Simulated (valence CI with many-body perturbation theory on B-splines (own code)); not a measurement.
**Which ion has this spectrum?**

A relativistic CI+MBPT calculation for an atom or ion with 34 electrons gives these levels (cm⁻¹):

```tsv
J	Parity	E	g
2	even	0	1.36
0	even	52313	
1	even	274554	1.50
2	even	302966	1.13
0	even	600387	
2	odd	823584	1.49
1	odd	865847	1.22
2	odd	899048	1.03
0	odd	909993	
3	odd	913267	1.18
1	odd	958166	1.32
4	odd	963367	1.30
2	odd	1002321	1.31
3	odd	1036612	1.12
```

The energies are calculated, and their last digits are not significant.

Question: Which is it?
A. Tb31+
B. Nd26+
C. Gd30+
D. Sm28+

Answer: D. Sm28+, ground level (4s^2 4p1/2^2 4p3/2^2) J=2.
